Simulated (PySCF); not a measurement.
Static response to an electric field

Species: Ge(vinyl)2I2, C4H6GeI2.
Geometry (PBE0-D3(BJ)/def2-SVP, Å), atoms numbered from 1 in this order:
```
atom  x, y, z in Å
Ge1   -0.4691   -0.3607   -0.4717
C2    -0.7584   -0.5747    1.4271
C3    -1.4985    0.2406    2.1798
H4    -0.2642   -1.4437    1.8792
H5    -2.0108    1.1133    1.7591
H6    -1.6224    0.0685    3.2545
C7     1.3939   -0.2991   -0.9798
C8     1.9666    0.7158   -1.6281
H9     1.9866   -1.1779   -0.6955
H10    1.3956    1.6007   -1.9307
H11    3.0319    0.7037   -1.8839
I12   -1.6279    1.7364   -1.2696
I13   -1.4927   -2.3749   -1.6183
```

Level: wB97X-D/def2-SVPD (PySCF), static field, nuclei fixed, core orbitals frozen in the response. The polarisability tensor in these axes (au):

```
x   142.32   2.13  -7.13
y     2.13 168.72   3.92
z    -7.13   3.92 144.06
```

Problem. What are the eigenvalues, a third of the trace, and Δα (Δα² = ½Σ(αi − αj)² over the three pairs)?

Solution. Principal values 135.48, 150.25 and 169.37 au; mean 151.70 au = 22.48 Å³ = 25.01 × 10⁻⁴⁰ C²·m²/J; Δα = 29.43 au (19 % of the mean).

Problem. What is the dipole moment, and where does it point?

Solution. (1.80, 0.42, 1.67) D, 2.49 D in size, pointing from the negative to the positive side. Measured along this direction, the outermost atoms are I13 at the negative end and H11 and H6 at the positive end.

Problem. Find the Langevin capture rate constant for NO+ (29.998 u) meeting this molecule (381.777 u), k = 2.342 × 10⁻⁹ cm³/s × √(α in Å³ / reduced mass in u).

Solution. The reduced mass is 27.81 u, so k = 2.11 × 10⁻⁹ cm³/s. The formula leaves out the permanent dipole, which adds to the capture rate.

Problem. What would n − 1 = 2πNα be for an ideal gas of these molecules at 500 K and 1 atm, electronic part alone?

Solution. N = p/kT = 1.4678 × 10¹⁹ cm⁻³, so n − 1 = 2π × N × 22.48 × 10⁻²⁴ cm³ = 2073 × 10⁻⁶ at long wavelengths, for an ideal gas.

Problem. Estimate the molar refractivity from the static electronic polarisability.

Solution. Lorentz–Lorenz: R = (4π/3)N_A α = 2.5225 cm³/(mol·Å³) × 22.48 Å³ = 56.7 cm³/mol, in the limit of long wavelengths.

One conformer (not necessarily the lowest) at the PBE0-D3(BJ)/def2-SVP geometry, without solvent, vibrations or thermal averaging. Atoms past krypton carry effective core potentials; spin–orbit coupling is left out. The calculation is non-relativistic apart from the core potentials, for germanium too.
